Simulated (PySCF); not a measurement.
# Calculated NMR parameters of CO[C@H]1C=C(F)[SiH2][SiH2]O1

```yaml
Formula: C4H9FO2Si2
SMILES: CO[C@H]1C=C(F)[SiH2][SiH2]O1
InChI: InChI=1S/C4H9FO2Si2/c1-6-4-2-3(5)8-9-7-4/h2,4H,8-9H2,1H3/t4-/m1/s1
Point_group_of_the_computed_structure: C1
Degrees_of_unsaturation: 2
Carbon_signals: 4
Proton_signals: 7
```

Bonds (- single, = double, # triple, : aromatic): C1-O2, O2-C3, C3-C4, C4=C5, C5-F6, C5-Si7, Si7-Si8, Si8-O9, O9-C3. C1 carries H10, H11, H12; C3 carries H13; C4 carries H14; Si7 carries H15, H16; Si8 carries H17, H18. Stereochemistry as in CO[C@H]1C=C(F)[SiH2][SiH2]O1. H16, H17 are cis to O2 on the ring; H15, H18 are trans to O2 on the ring.

Gas phase, a single conformation, equivalent nuclei averaged, no relativistic terms. GIAO PBE0/pcSseg-1 shieldings; coordinates at the GFN2-xTB level; PySCF.

Scale: $^{1}$H (σref 31.72) and $^{13}$C (σref 186.93) and $^{29}$Si (σref 349.16) vs TMS; $^{19}$F (σref 170.95) against CFCl3; H2O for $^{17}$O (σref 336.08) (reference shieldings calculated alike).

| carbon | δC, type | δH (multiplicity) | HMBC from (2–3 bonds) | span of the C tensor (ppm) |
| --- | --- | --- | --- | --- |
| C1 | 59.3, CH3 | 3.61 (s) | H13 | 92 |
| C3 | 98.7, CH | 5.23 (m) | H14, H17, H18, H10/H11/H12 | 40 |
| C4 | 135.4, CH | 6.82 (m) | H13, H16, H15 | 204 |
| C5 | 179.3, C | – | H14, H13, H17, H18, H16, H15 | 167 |

Other nuclei:
| atoms | nucleus | environment | δ (ppm) | σ (ppm) |
| --- | --- | --- | --- | --- |
| H17 | $^{1}$H | hydrogen on a silicon bonded to O, Si, in a 6-membered ring | 5.01 | 26.71 |
| H18 | $^{1}$H | hydrogen on a silicon bonded to O, Si, in a 6-membered ring | 5.00 | 26.72 |
| H16 | $^{1}$H | hydrogen on a silicon bonded to C, Si, in a 6-membered ring | 4.27 | 27.45 |
| H15 | $^{1}$H | hydrogen on a silicon bonded to C, Si, in a 6-membered ring | 4.05 | 27.67 |
| F6 | $^{19}$F | vinylic fluorine | -92.3 | 263.3 |
| Si8 | $^{29}$Si | silicon bonded to O, Si, 2 H, in a 6-membered ring | -42.5 | 391.7 |
| Si7 | $^{29}$Si | silicon bonded to C, Si, 2 H, in a 6-membered ring | -96.1 | 445.3 |
| O2 | $^{17}$O | ether oxygen | 96.2 | 239.8 |
| O9 | $^{17}$O | oxygen bonded to C, Si, in a 6-membered ring | 50.8 | 285.3 |

1. Carbon types of the structure: 1 × C, 2 × CH, 1 × CH3, leaving 4 H on heteroatoms.
2. δC 179.3: fully substituted alkene carbon.
3. δC 135.4: alkene CH; an sp2 carbon of a C=C bond.
4. δC 98.7: sp3 carbon bearing two oxygens; 2 electronegative neighbours deshield it.
5. δC 59.3: methyl carbon bonded to O; the inductive effect lowers its shielding.
6. δH 3.61: hydrogen on a methyl carbon bonded to O; its carbon carries O, which withdraws density.

Splittings by $^{19}$F in the carbon and heteronuclear signals aren't shown, as no couplings were computed. Shifts are as computed. Against solution values, carbons near 30 ppm lie about +3 ppm off and those near 130 ppm about +5 ppm. Of 1309 compounds with measured shifts, 239 miss one by over three times the rms of a fit or turn the order of signals round; such compounds aren't used in these exercises. Unscaled 19F shifts against computed CFCl3 carry errors that often reach 10 to 50 ppm. Experimental scales use liquid or dissolved standards, which lie at an offset from isolated H2O (liquid H2O: subtract about 36 ppm). Multiplicities follow the n + 1 count of equivalent neighbours, as no J values were calculated; m marks all less simple cases, F and P coupling included.
